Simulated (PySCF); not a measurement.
This script is equivalent to a calculation on Pb³⁺ (lead, charge +3).

```python
from pyscf import gto, scf, dft, mp, cc
import basis_set_exchange as bse
mol = gto.M(atom="Pb 0 0 0", charge=3, spin=1, symmetry="D2h",
            basis=gto.basis.parse(bse.get_basis("aug-cc-pVTZ-DK3", elements=["Pb"], fmt="nwchem")),
            nucmod="G")
mf = dft.UKS(mol, xc="TPSS").sfx2c1e()
mf.irrep_nelec = {'Ag': (12, 11), 'B1g': (3, 3), 'B2g': (3, 3), 'B3g': (3, 3), 'Au': (1, 1), 'B1u': (6, 6), 'B2u': (6, 6), 'B3u': (6, 6)}
mf.kernel()
```

Question: What total energy does it give?

Answer: -20881.34 hartree (calculated).

Question: Which occupied shell lies highest, and where?

Answer: 6s α, at -37.649 eV.

Question: What is ⟨S²⟩, and what would a pure spin state give?

Answer: 0.751, against 0.75.

Spin-orbit coupling, which splits the p, d and f shells strongly at this Z, is absent.
